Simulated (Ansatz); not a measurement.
Molecule: CAuO (charge +1, singlet). SMILES: O=[C+][Au]
Structure (B3LYP-D3(BJ)/def2-TZVP (Ansatz, a first-principles code) minimum search):
```
C
O 1 1.1150
Au 1 1.9516 2 180.00
```
Charge +1, spin multiplicity 1.

Parts of the frozen-core correlation energy in def2-TZVPP (Ansatz, hartree). Frozen orbitals: 6; correlated occupied orbitals by spin: 10 and 10; virtual: 102 and 102. No spin-orbit coupling. Past Kr the def2 sets carry scalar-relativistic core potentials.

```tsv
term	value
reference (HF)	-247.32066
MP2 opposite-spin	-0.50092
MP2 same-spin	___
CCSD correlation	___
(T)	___
T1 diagnostic	0.020
largest doubles amplitude	0.041
```

Q: Fill in the missing entries.

A: 
- MP2 same-spin, value: -0.22340
- CCSD correlation, value: -0.69258
- (T), value: -0.03253
